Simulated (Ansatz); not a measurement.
Isolated molecules relaxed with PBE0-D4/def2-TZVP in Ansatz; ΔE leaves out vibrations. CBS: MP2 limit from def2 TZ/QZ plus the TZ coupled-cluster correction, frozen cores. This one scheme is used for every species. Functionals use def2-TZVPP. B3LYP here is the variant with VWN-RPA as its local correlation; programs differ in this. Each species was taken in one conformer, which may not be the lowest.

Consider the ligand exchange at a B–N bond: `BN([SiH2][SiH3])[SiH2]Cl` + NH₃ → `BN` + `[SiH3][SiH2]N[SiH2]Cl`.

```csv
level,ΔE (kJ/mol),difference from CCSD(T)/CBS
PBE-D4,-26.7,-6.5
ωB97X-V,-25.6,-5.4
ωB97M-V,-25.5,-5.3
PBE,-32.1,-11.9
B3LYP,-33.7,-13.5
HF/def2-TZVPP,-29.9,-9.7
SCS-MP2/def2-TZVPP,-20.4,-0.2
HF/def2-QZVPP,-29.5,-9.3
SCS-MP2/def2-QZVPP,-20.5,-0.3
CCSD/CBS(def2),-22.1,-1.9
CCSD(T)/CBS,-20.2,0
```

Largest T1 diagnostic among the species: 0.012.

In def2-TZVPP, CCSD(T) changes the Hartree–Fock value by +9.7 kJ/mol (the triples alone add +1.9 kJ/mol) and MP2 by +11.2 kJ/mol. The D4 term adds +8.5 kJ/mol with B3LYP and +4.9 kJ/mol with PBE0; it sums over pairs of atoms, weighted by their polarisabilities, and B3LYP, whose exchange is more repulsive, gets the larger term.

CCSD(T)/CBS has its own doubt, a few kJ/mol and more with outer-core shells, so smaller differences from it don't rank the levels.
